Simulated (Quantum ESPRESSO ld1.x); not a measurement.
Results of a calculation; reference values are marked as such.
All-electron atom: Ru IV in [Kr] 4d5. Level of theory: Dirac Kohn-Sham, LDA (Slater exchange, VWN5 correlation), spin-unpolarised, spherical densities, point nucleus; open shells are shared between the two j in proportion to 2j + 1 (ld1.x of Quantum ESPRESSO 7.5). Some entries of the table are withheld. Estimate them.

| orbital | occ. | eigenvalue (hartree) | <r> (bohr) | r(max) (bohr) |
|---|---|---|---|---|
| 1s1/2 | 2 | -806.0113 | 0.03347 | (1) |
| 2s1/2 | 2 | -117.0183 | 0.1455 | 0.123 |
| 2p1/2 | 2 | -108.2964 | 0.1237 | 0.096 |
| 2p3/2 | 4 | -103.4930 | 0.1285 | 0.100 |
| 3s1/2 | 2 | (2) | 0.4032 | 0.362 |
| 3p1/2 | 2 | (3) | 0.3961 | 0.348 |
| 3p3/2 | 4 | (4) | 0.4068 | 0.359 |
| 3d3/2 | 4 | -11.4458 | (5) | 0.299 |
| 3d5/2 | 6 | -11.2867 | (6) | 0.301 |
| 4s1/2 | 2 | -4.0825 | 1.009 | 0.908 |
| 4p1/2 | 2 | (7) | 1.088 | 0.961 |
| 4p3/2 | 4 | (8) | 1.117 | 0.984 |
| 4d3/2 | 2 | -1.3898 | 1.433 | 1.16 |
| 4d5/2 | 3 | -1.3744 | 1.446 | 1.17 |

Answer. 
(1) 1s1/2 r(max) (bohr): 0.022
(2) 3s1/2 eigenvalue (hartree): -21.6642
(3) 3p1/2 eigenvalue (hartree): -18.2781
(4) 3p3/2 eigenvalue (hartree): -17.4623
(5) 3d3/2 <r> (bohr): 0.3822
(6) 3d5/2 <r> (bohr): 0.3857
(7) 4p1/2 eigenvalue (hartree): -3.0592
(8) 4p3/2 eigenvalue (hartree): -2.9289
